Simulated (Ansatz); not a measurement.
Relaxation of BF$_{3}$H$_{2}$S (7 atoms, charge 0, multiplicity 1), to a largest force component of 0.03 eV/Å in at most 50 steps.

All numbers below come from RKS BLYP-D4/def2-SVP in Ansatz 0.2.0.

```xyz
7
Properties=species:S:1:pos:R:3:forces:R:3
B -1.091 -0.556 -0.216 0.33 -0.09 1.19
S 1.413 1.386 0.112 -0.06 -0.01 -0.04
F -0.492 -1.296 -1.136 0.02 -0.03 -0.04
F -2.054 0.290 -0.536 -0.01 0.00 0.00
H 0.938 0.604 1.119 0.11 0.08 0.05
F -0.776 -0.754 1.102 -0.42 0.06 -1.14
H 2.061 0.326 -0.446 0.03 -0.02 -0.02
```

Where does it end, and by what steps?

The run converged. After 8 steps the energy has fallen by 0.083 eV; H5 moved furthest, 0.50 Å.

```csv
step,energy less start (eV),largest force component (eV/Å),accepted
0,0.0000,1.194,yes
1,0.0118,1.185,no
2,-0.0276,1.090,yes
3,-0.0426,1.039,yes
4,-0.0554,0.933,yes
5,-0.0807,0.059,yes
6,-0.0823,0.032,yes
7,-0.0826,0.033,yes
8,-0.0828,0.003,yes
```

```xyz
7
Properties=species:S:1:pos:R:3
B -1.087 -0.560 -0.217
S 1.179 1.288 0.053
F -0.434 -1.280 -1.129
F -1.981 0.344 -0.601
H 1.357 0.796 1.312
F -0.997 -0.899 1.070
H 1.962 0.312 -0.487
```

Whether the end is a true minimum wasn't checked by a vibrational analysis.

Time of the run: 19 s on 2 threads of Arm Neoverse N1 (shared host), peak memory 0.12 GiB.
